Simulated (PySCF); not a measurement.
**Dipole response of H (hydrogen, neutral)**

1s1, 2S determinant. All numbers are calculated (PySCF 2.14, the non-relativistic Hamiltonian (point nucleus), in def2-TZVPPD (3s3p1d, 17 functions)). Coupled (time-dependent) response in atomic units; α is the mean over directions.

```csv
method,mean α (bohr³),C₆ (like pair),S(−4)
UHF,4.445,6.385,25.35
```

S(−4) is the Cauchy moment in α(ω) = α(0) + S(−4) ω² + …

Reference α: 4.507 bohr³ (recommended; Schwerdtfeger and Nagle, table of static dipole polarizabilities (2023 update)). Published C₆: 6.499 (Chu and Dalgarno (2004); Tang, Norbeck and Certain (1976)).

α(iu) at UHF:

| u (hartree) | α(iu) (bohr³) |
| --- | --- |
| 0 | 4.445 |
| 0.0500 | 4.383 |
| 0.100 | 4.206 |
| 0.200 | 3.626 |
| 0.300 | 2.959 |
| 0.500 | 1.889 |
| 0.750 | 1.133 |
| 1.00 | 0.7380 |
| 1.50 | 0.3769 |
| 2.00 | 0.2255 |
| 3.00 | 0.1056 |
| 5.00 | 0.03924 |

A single London oscillator, α(iu) = α/(1 + u²/ω²), gives C₆ = (3/4) ω α². Matching the computed C₆ needs ω = 4 × 6.385 / (3 × 4.445²) = 0.431 hartree.

For a non-relativistic one-electron ion the exact value is 9/(2Z⁴) = 4.500 bohr³; Hartree-Fock is exact here up to the basis.
